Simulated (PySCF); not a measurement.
C3H6OSi, SMILES C1=C[C@@H]([SiH3])O1.

Coordinates come from a B3LYP-D3(BJ)/def2-SVP optimisation. The structure was generated by enumeration; whether it is a known compound was not checked.

Computed with PBE/def2-TZVP in PySCF.

The molecule is in vacuum.

### Question
Estimate the frontier levels, gap, dipole moment and polarisability. (The exact figures need the calculation; the answer reports its results.)

### Answer

```yaml
highest_occupied_level: -5.54 eV
lowest_empty_level: -0.70 eV
orbital_gap: 4.83 eV
dipole_moment: 1.05 D
quadrupole, principal values (traceless, Buckingham form, about the centre of nuclear charge): -3.31, -0.92, 4.23 D·Å
mean_static_polarisability: 65.2 bohr³ (9.67 Å³)
polarisability_principal_values: 54.3, 62.2, 79.2 bohr³
```
